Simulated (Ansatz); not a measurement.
Process, species as SMILES: O[Si](Cl)(Cl)Cl [trichloro(hydroxy)silane] -> Cl[Si](Cl)Cl + [OH] (HO) (the O-Si bond at the site shown breaks; other sites are not compared here)
Geometries: B3LYP-D3(BJ)/def2-TZVP minima from Ansatz (a quantum-chemistry and plane-wave program), one conformer each, not searched for the lowest.
Geometry of the first species:
```
Si
O 1 1.6207
H 2 0.9619 1 118.91
Cl 1 2.0271 2 106.66 3 180.00
Cl 1 2.0423 2 111.21 3 60.11
Cl 1 2.0423 2 111.21 3 -60.11
```
Charge 0, spin multiplicity 1.

Wanted: bond dissociation energy (electronic energy difference), in kcal/mol. Valence correlation only, unless marked. UHF or UKS for open shells. Spin-orbit coupling is left out. No relativistic terms. Basis-set limits of correlation are two-point, X^-3; Hartree-Fock from the larger set. The bracket is a focal-point correction in the basis named.

Level to compare with: RI-MP2/CBS(cc-pV(T+d)Z,cc-pV(Q+d)Z)+[CCSD(T)-MP2]/cc-pV(T+d)Z (Ansatz), 135.0 kcal/mol. It is a level with limits of its own, and the differences hold the functionals' basis error too.

### Question
Rank these functionals by how close they come to RI-MP2/CBS(cc-pV(T+d)Z,cc-pV(Q+d)Z)+[CCSD(T)-MP2]/cc-pV(T+d)Z, closest first: LC-wPBE/def2-TZVPD (Ansatz); r2SCAN0/def2-TZVPD (Ansatz); revPBE/def2-TZVPD (Ansatz).

### Answer
LC-wPBE/def2-TZVPD (range-separated hybrid, 129.1 kcal/mol, difference -5.9), r2SCAN0/def2-TZVPD (hybrid meta-GGA, 124.5 kcal/mol, difference -10.5), revPBE/def2-TZVPD (GGA, 117.9 kcal/mol, difference -17.1)
